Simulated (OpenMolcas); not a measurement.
# Fe2+: moving the ligands

Fe2+ with 3 ligands (chloride) in trigonal planar coordination (D3h) at 2.34 Å. A charge of +0.333 e stands 2.6 Å behind each ligand. Ligand basis ANO-RCC-VDZP.

```yaml
Program: OpenMolcas 26.06
Method: CASSCF
Basis: ANO-RCC-VTZP [6s5p3d2f1g]
Scalar_Hamiltonian: DKH2, point nucleus
Active_space: 6 electrons in 5 orbitals (3d)
State_averaging: 2S+1 = 5 even, 5 roots; 2S+1 = 3 even, 45 roots; 2S+1 = 1 even, 50 roots
Spin-orbit_coupling: state interaction with AMFI integrals over the reference wave functions
```

Runs around this geometry, states (labels of D3, the rotations of D3h). Energies in cm-1 above the lowest state or level, χT in cm3 K/mol.

```csv
R (Å),Ground state,First state of that spin,First gap with spin-orbit (degeneracies),χT at 300 K,First state of another spin
2.21,5A1,5E 1290,"18.6 (1, 2)",4.062,3E 22203
2.34,5A1,5E 938.4,"21.8 (1, 2)",4.363,3E 22234
2.46,5A1,5E 737.2,"23.6 (1, 2)",4.584,3E 22271
```

Taking the first state of the same spin as R^-n, n = -ln(737.2 / 1290) / ln(2.46 / 2.21) = 5.2 between the shortest and longest distance.

Without dynamic correlation the repulsion within the d shell is too large (B by tens of per cent), so at a given field states of lower spin stand too high. Ligand-to-metal charge-transfer states are missing. With no ligand orbital active B as a rule stays too high, so bands that hang on it stand too high and its fall with covalency is understated. With metal d orbitals alone and no dynamic correlation the field as a rule comes out too small, by tens of per cent, by up to half for chloride and softer ligands, and the orbital part of g and χT, which goes as 1/10Dq, too large. No measured value stands beside these numbers; the geometry was imposed, not optimised, and the real ion may take another.
